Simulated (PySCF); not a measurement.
Spectrum to structure. Theory: TDDFT CAM-B3LYP/def2-SVPD, vertical, gas phase, core orbitals frozen in the response (PySCF 2.14.0, density-fitted response routines). Geometries: GFN2-xTB, one conformer each.

```
state  E (eV)  λ (nm)       f
   S1    5.29   234.5   0.294
   S2    5.47   226.8  0.0090
   S3    6.10   203.4  0.0010
   S4    6.53   189.8  0.0042
   S5    6.55   189.3  0.0079
   S6    7.00   177.2   0.119
   S7    7.18   172.8  0.0013
   S8    7.47   166.0   0.014
```

Triplets computed (Tamm–Dancoff): 3.19, 5.13, 5.50 eV.

Question: Which candidate is it? All have the formula C6H9FSi.
A. `CC#C[C@H]1C[Si@H](F)C1`
B. `CC#C[C@@]1([SiH3])C[C@H]1F`
C. `C#C/C(C)=C(\[SiH3])CF`

Answer: C. Its S1, at 5.29 eV, is the lowest among the candidates; the nearest of the others has S1 at 6.31 eV. S1 is HOMO→LUMO (90%). Löwdin shares by element: HOMO carbon 78% or more (atoms not listed hold the other 22%); LUMO carbon 71% or more (atoms not listed hold the other 29%). At the same level the other candidates give, for their lowest levels:
- `CC#C[C@H]1C[Si@H](F)C1`: 6.48 eV (f 0.001); 6.66 eV (f 0.004); 6.67 eV (f 0.001); 6.80 eV (f 0.006); 6.81 eV (f 0.022); T1 5.49 eV; HOMO -8.56, LUMO 1.15 eV
- `CC#C[C@@]1([SiH3])C[C@H]1F`: 6.31 eV (f 0.000); 6.55 eV (f 0.023); 6.59 eV (f 0.002); 6.69 eV (f 0.012); 6.75 eV (f 0.002); T1 5.35 eV; HOMO -8.34, LUMO 1.13 eV

Shape of the structure used: `[CH:1]#[C:2]/[C:3]([CH3:4])=[C:5](\[SiH3:6])[CH2:7][F:8]`: C3–C5–C7–F8 -173°.
